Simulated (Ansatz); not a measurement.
`B[SiH2]CN` → `CB(N)[SiH3]`  (isomerisation)

Calculated with Ansatz (gas phase, PBE0-D4/def2-TZVP geometries, no zero-point term in ΔE). CBS: MP2 limit from def2 TZ/QZ plus the TZ coupled-cluster correction, frozen cores. Functionals use def2-TZVPP. HSE06 is defined as in plane-wave codes. Each species was taken in one conformer, which may not be the lowest.

Question: Is it downhill or uphill in electronic energy at CCSD(T)/CBS, and by how much? (Estimate.)

Answer: Computed: Downhill: ΔE = -2.64 eV.

Question: What do these levels give: r2SCANh-D4, HSE06-D4, revPBE, HF/def2-SVP, CCSD(T)/def2-SVP, HF/CBS(def2)? (Best estimate.)

Answer: The calculation gave: r2SCANh-D4 -2.72, HSE06-D4 -2.69, revPBE -2.64, HF/def2-SVP -2.60, CCSD(T)/def2-SVP -2.81, HF/CBS(def2) -2.48 eV.

Largest T1 diagnostic among the species: 0.013.

In def2-TZVPP, CCSD(T) changes the Hartree–Fock value by −0.15 eV (the triples alone add −0.03 eV) and MP2 by −0.21 eV. At CCSD(T), def2-SVP lies −0.17 eV from the extrapolated value and def2-TZVPP −0.01 eV. Leaving LDA and LC-ωPBE aside and taking each functional with its dispersion term where it has one, the values, not all of them listed here, spread over 0.14 eV, from B97M-V to ωB97X-V. LDA lies −0.15 eV from PBE without D4.
